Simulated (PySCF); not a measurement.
**LaCl3(H2O): from a saddle point downhill**

PySCF 2.14.0, RKS PBE0, La def2-SVP with ECP46, Cl def2-SVP, O def2-SVP, H def2-SVP; non-relativistic Hamiltonian with scalar-relativistic core potentials where named; density fitting; no spin-orbit coupling. Relaxed within the symmetry of its start, the geometry (Cs) is

```xyz
7

La    0.0411   -0.0959    0.0959
Cl    0.9414    2.2186    0.9818
Cl   -1.4339   -1.6294    1.6294
Cl    0.9414   -0.9818   -2.2186
O    -1.2127    1.4594   -1.4594
H    -0.9996    2.3893   -1.2906
H    -0.9996    1.2906   -2.3893
```

and its lowest harmonic modes are -60, 45, 46, 71, 74, 285 cm⁻¹ (negative: unstable). It was moved along the lowest mode and relaxed again.

(1) Where does it end, and how much lower?

(2) How do the contacts change?

(3) Is the end a minimum?

State: singlet.

## Answers

(1) In C1, 0.020 eV lower, after 24 steps:
```xyz
7

La    0.0531   -0.1422   -0.0664
Cl    0.9417    2.2256    0.7702
Cl   -1.4844   -1.5900    1.4821
Cl    1.3728   -1.3884   -1.9532
O    -1.2232    1.6231   -1.3429
H    -0.8014    2.4306   -0.9970
H    -1.5805    1.8190   -2.2168
```

(2) 
| contact | saddle (Å) | end (Å) |
| --- | --- | --- |
| La1–Cl2 (Cl) | 2.637 | 2.664 |
| La1–Cl3 (Cl) | 2.623 | 2.619 |
| La1–Cl4 (Cl) | 2.637 | 2.618 |
| La1–O5 (H2O) | 2.532 | 2.525 |


(3) Yes, as far as the noise of the softest modes lets one tell (those above −25 cm⁻¹ count as noise); lowest modes 29, 44, 70, 73, 114, 181 cm⁻¹.
